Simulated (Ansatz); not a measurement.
## A basis-limit estimate, worked out

An elementary step of Si$_{2}$NH$_{9}$O$_{2}$F$_{2}$, singlet (Si₂H₄OF₂ ([OH][Si]([F])([F])[SiH3]) + H₂O + NH₃ → SiNH₃OF₂ ([NH2][Si]([OH])([F])[F]) + SiH₄ + H₂O; bonds formed: Si2–H8, H6–O9; dative contacts that become bonds: Si1–N7; bonds broken: Si1–Si2, H6–N7, H8–O9). “Start” is the structure reached by relaxing down from the saddle towards the reactants; PBE0-D4/def2-TZVP structures. The saddle:

Si1  (-0.725, 0.719, -0.318)
Si2  (1.142, -1.013, -1.123)
F3  (-1.109, 0.206, -1.826)
F4  (-2.117, 0.285, 0.365)
O5  (-0.570, 2.314, -0.670)
H6  (-0.082, -0.546, 1.707)
N7  (0.131, 0.818, 1.291)
H8  (0.059, -1.311, 0.307)
O9  (-0.211, -1.622, 1.525)
H10  (2.332, -1.567, -0.412)
H11  (0.750, -1.912, -2.233)
H12  (1.608, 0.289, -1.694)
H13  (-0.874, 2.555, -1.548)
H14  (1.117, 1.044, 1.209)
H15  (-0.294, 1.553, 1.849)
H16  (-1.156, -1.812, 1.572)
(Å)

Computed with Ansatz 0.2.0 (basis: def2-TZVPP and def2-QZVPP); correlated methods freeze the cores.

Energies in eV:

| quantity | saddle | start |
| --- | --- | --- |
| Hartree–Fock, triple zeta (X = 3) | -26842.67796 | -26845.93628 |
| Hartree–Fock, quadruple zeta (X = 4) | -26843.70541 | -26846.96097 |
| MP2 correlation, X = 3 | -41.66717 | -40.68634 |
| MP2 correlation, X = 4 | -45.12482 | -44.14847 |
| CCSD(T) correlation, X = 3 | -44.14907 | -43.26731 |

Problem. Work out the barrier at the basis limit: extrapolate Hartree–Fock as E(X) = E∞ + A exp(−7.88 √X) and the MP2 correlation as E(X) = E∞ + B X^−2.97 (the exponents that Neese and Valeev fitted for def2-TZVPP and QZVPP), then add CCSD(T) − MP2 in triple zeta.

Solution. Each step is linear, so take the differences first (saddle − start): Hartree–Fock 3.25832 (X = 3) and 3.25556 (X = 4); MP2 correlation -0.98083 and -0.97635; CCSD(T) correlation -0.88176.
Two points give E∞ = E(4) + w [E(4) − E(3)], with w = 1/(exp(7.88 (2 − √3)) − 1) = 0.1377 for Hartree–Fock and w = 1/((4/3)^2.97 − 1) = 0.7407 for the correlation.
Hartree–Fock: 3.25556 + 0.1377 × (-0.00276) = 3.2552 eV.
MP2 correlation: -0.97635 + 0.7407 × 0.00448 = -0.9730 eV.
CCSD(T) − MP2: -0.88176 − (-0.98083) = 0.0991 eV.
Sum: 3.2552 + (-0.9730) + 0.0991 = 2.3813 eV, or 54.91 kcal/mol. Plain CCSD(T) in triple zeta gives 2.3766 eV, so the larger basis shifts the result by 0.0047 eV.

The T1 diagnostic stays at or below 0.013.

Labels in which every atom is bracketed show which atoms are joined, not bond orders.

For scale, one of the runs: CCSD(T)/def2-TZVPP, 365 basis functions, launched by `ansatz run in.yaml --threads 5 --pin off --events-out ev --progress --plain --max-ram 66560MiB --backend cuda --devices 0, --max-vram 37GiB`. Hardware: 5 CPU threads of an AMD EPYC 7R13 and a share of one NVIDIA H100, shared host. Wall time 45 s; peak host memory 0.86 GiB.
